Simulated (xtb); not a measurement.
C3H7, doublet, at a GFN2-xTB geometry. Base run: GFN0-xTB (xtb).

Geometry (Å):
```xyz
10

C     -0.0807     0.5143     0.0020
C      0.0448    -0.1975     1.2909
C      0.0445    -0.1880    -1.2923
H     -0.4636     1.5207     0.0053
H      0.4042     0.4704     2.0741
H      0.4302     0.4789    -2.0640
H     -0.9227    -0.5924     1.6317
H      0.7253    -1.0441     1.2046
H      0.7034    -1.0512    -1.2059
H     -0.9277    -0.5546    -1.6499
```
Charge 0, spin multiplicity 2.
All else is at xtb's defaults.
Base energy -10.17497 Eh.

Each row names what was changed in the base input (with any setting that the change needs).

```json
[
 {"change": "base", "ΔE vs base (kcal/mol)": "0.000"},
 {"change": "etemp = 10", "ΔE vs base (kcal/mol)": "0.000"},
 {"change": "acc = 1000", "ΔE vs base (kcal/mol)": "0.000"},
 {"change": "etemp = 10000", "ΔE vs base (kcal/mol)": "-9.86"},
 {"change": "acc = 0.1", "ΔE vs base (kcal/mol)": "0.000"},
 {"change": "etemp = 1000", "ΔE vs base (kcal/mol)": "0.000"}
]
```
